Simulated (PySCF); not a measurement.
**CaH, PBE0: how much the basis matters**

PySCF, UKS reference; doublet, unpaired electrons σ ↑; De to Ca + H without counterpoise correction.

| basis | relativity | functions | Re (Å) | ωe (cm⁻¹) | De (eV) | μ (D) |
| --- | --- | --- | --- | --- | --- | --- |
| def2-SVP | no relativity | 29 | 1.988 | 1298 | 1.82 | -3.09 |
| def2-SVPD | no relativity | 35 | 1.986 | 1310 | 1.90 | -2.33 |
| x2c-TZVPall | spin-free X2C | 42 | 1.993 | 1301 | 1.86 | -2.41 |
| def2-TZVPP | no relativity | 50 | 1.992 | 1307 | 1.91 | -2.38 |

Task: How does each smaller set differ from the one with most functions, def2-TZVPP?

Result: def2-SVP: -0.4 pm, -0.7 % in ωe, -0.09 eV in De; def2-SVPD: -0.6 pm, +0.2 % in ωe, -0.01 eV in De; x2c-TZVPall: +0.1 pm, -0.5 % in ωe, -0.05 eV in De. All at PBE0; the set with most functions is neither the basis-set limit nor always the best. The rows treat relativity differently, so the differences are not basis effects alone.

A positive dipole means Ca(−)H(+). The state was picked by a PBE0 search and need not be the measured ground state.
